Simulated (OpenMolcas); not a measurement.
An atom or ion with 62 electrons was computed by SS-CASPT2, IPEA 0.25 Eh, imaginary shift 0.1 Eh with spin-orbit coupling (OpenMolcas, ANO-RCC-VQZP, DKH2). The lowest levels that the run gave, each within 12 % of the measured value where one is at hand:

```json
{"J": "6", "Parity": "even", "E (cm⁻¹)": "0.0", "g": "1.494"}
{"J": "5", "Parity": "even", "E (cm⁻¹)": "2120", "g": "1.495"}
{"J": "4", "Parity": "even", "E (cm⁻¹)": "3420", "g": "1.496"}
{"J": "3", "Parity": "even", "E (cm⁻¹)": "4440", "g": "1.496"}
{"J": "2", "Parity": "even", "E (cm⁻¹)": "5160", "g": "1.497"}
{"J": "1", "Parity": "even", "E (cm⁻¹)": "5640", "g": "1.497"}
{"J": "0", "Parity": "even", "E (cm⁻¹)": "5870", "g": ""}
{"J": "4", "Parity": "even", "E (cm⁻¹)": "20220", "g": "1.492"}
{"J": "3", "Parity": "even", "E (cm⁻¹)": "26190", "g": "1.490"}
{"J": "6", "Parity": "even", "E (cm⁻¹)": "28030", "g": "1.304"}
{"J": "2", "Parity": "even", "E (cm⁻¹)": "28520", "g": "1.488"}
{"J": "10", "Parity": "even", "E (cm⁻¹)": "29110", "g": "1.195"}
```

**Question.** Which ion is it, and what are the configurations and terms?

**Answer.** Tb3+ (Z = 65, charge +3; active space 8 electrons in 7 orbitals (4f)). J, parity and g give the terms where levels are pure, and mixed ones are named by the computed weights; the size of the splittings, set against known spectra of the 62-electron sequence, gives the charge. In order, with the measured energies in cm⁻¹ (Martin, Zalubas and Hagan, Atomic Energy Levels: The Rare-Earth Elements, NSRDS-NBS 60 (1978)): 4f⁸ ⁷F₆, 4f⁸ ⁷F₅ (2052), 4f⁸ ⁷F₄ (3314), 4f⁸ ⁷F₃ (4292), 4f⁸ ⁷F₂ (4978), 4f⁸ ⁷F₁ (5432), 4f⁸ ⁷F₀ (5654), 4f⁸ ⁵D₄(1), 4f⁸ ⁵D₃(1), 4f⁸ ⁵G₆(1) [72 %], 4f⁸ ⁵D₂(1), 4f⁸ ⁵L₁₀.

CASPT2 does not keep the components of a term degenerate, so their means are used; among the terms shown or strongly mixed into the levels shown the widest spread is 110 cm-1 (4f⁸ ⁵L). High states are left out of the spin-orbit mixing, which shifts the levels that they would mix with. Computed and measured levels are paired by configuration, term and J; levels that our copy of the source lacks, or whose pairing is in doubt (as where it misses far off the trend of its configuration), stay unpaired and out of the deviations. Levels of configurations outside the active space are missing.

A share in square brackets marks a mixed level and gives the weight of the term that names it. A number in round brackets counts repeated terms of one configuration in the order of the reference energies.
